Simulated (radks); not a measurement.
Q: Species: Ar I. Configuration: [Ar] (the NIST ground configuration). All-electron calculation, Dirac Kohn-Sham, AM05, spin-unpolarised, spherical densities, finite nucleus; Fermi nuclear charge, rms radius 3.4274 fm. Program: a radial shooting solver on a logarithmic mesh with Libxc functionals.

Spin-orbit splittings of the eigenvalues, e(l+1/2) - e(l-1/2), with zeta = 2 splitting/(2l+1) and mean radii in bohr:

shell  occ.  splitting (eV)  zeta (eV)  <r> j=l-1/2  <r> j=l+1/2
2p        6           2.227      1.485       0.3755       0.3779
3p        6               ?          ?        1.656        1.667

Estimate the 3p splitting.

A: 0.1765 eV (zeta = 0.1177 eV).
